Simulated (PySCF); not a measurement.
Isomers of C4H8Si. Isolated molecules, 0 K electronic values unless said otherwise. One relaxed conformer stands for each flexible species; it need not be the lowest. Strings in code marks are SMILES.

The LUMO from two functionals at the same geometries (B3LYP-D3(BJ)/def2-TZVP), both in PySCF: PBE-D3(BJ)/def2-TZVP and B3LYP-D3(BJ)/def2-TZVP. B3LYP has the VWN-RPA correlation part, as in Gaussian. 

```csv
species,PBE-D3(BJ)/def2-TZVP (eV)
"`[SiH](CC=C)=C` (C–C–C–Si torsion -104°, C–C–Si–C torsion -114°)",-1.82
`C(C=C)(C)=[SiH2]` (C–C–C–Si torsion 180°),-2.39
`C=C=[Si](C)C`,-1.26
`C=C=CC[SiH3]`,-0.86
```

**Question.** What does B3LYP-D3(BJ)/def2-TZVP give for each?

**Answer.** 
- `[SiH](CC=C)=C` (C–C–C–Si torsion -104°, C–C–Si–C torsion -114°): -1.14
- `C(C=C)(C)=[SiH2]` (C–C–C–Si torsion 180°): -1.79
- `C=C=[Si](C)C`: -0.46
- `C=C=CC[SiH3]`: -0.13
Over these rows, drawn at random from the members with no instability flagged (it was tested for open shells, ions and some series alone), PBE minus B3LYP-D3(BJ): mean -0.70 eV, from -0.80 eV to -0.60 eV.
